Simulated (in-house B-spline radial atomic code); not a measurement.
Ga⁺ is squeezed into an impenetrable sphere of radius R (the orbitals vanish at R). No spin polarisation. Level of theory: non-relativistic LDA VWN5, spherical fractional occupations, point nucleus; calculated with a radial B-spline atomic code at the basis-set limit.

Energies in eV above the free ion in [Ar] 3d10 4s2:

| R (bohr) | highest level (eV) | [Ar] 3d10 4s2 | [Ar] 3d10 4s1 4d1 | [Ne] 3s2 3p5 3d10 4s2 4d1 | -dE/dV in [Ar] 3d10 4s2 (GPa) |
| --- | --- | --- | --- | --- | --- |
| 9.3 | -16.4 | 0.0001729 | 14.87 | 109.9 | 0.00034 |
| 6.73 | -16.3 | 0.0244 | 15.99 | 110.8 | 0.0861 |
| 4.66 | -15.3 | 0.9758 | 21.22 | 115.5 | 6.62 |
| 3.98 | -13.6 | 3.105 | 26.89 | 121.1 | 28.7 |
| 3.78 | -12.8 | 4.367 | 29.6 | 123.9 | 45 |
| 3.01 | -5.29 | 16.86 | 50.35 | 147.2 | 292 |
| 2.78 | -0.533 | 25.84 | 62.93 | 162 | 544 |
| 2.3 | 19 | 67.3 | 114 | 223.8 | 2320 |
| 1.66 | 110 | 307.8 | 366.9 | 536.2 | 26000 |
| 1.29 | 293 | 923.4 | 968.6 | 1266 | 156000 |

Does [Ar] 3d10 4s1 4d1 fall below [Ar] 3d10 4s2 under compression?

No, it stays above over the whole range.

Does [Ne] 3s2 3p5 3d10 4s2 4d1 fall below [Ar] 3d10 4s2 under compression?

No, it stays above over the whole range.

The highest level is first positive in the row R = 2.3 bohr, pushed up by confinement above the zero of the free ion's potential. Each configuration is held fixed and needn't be the lowest in the sphere.
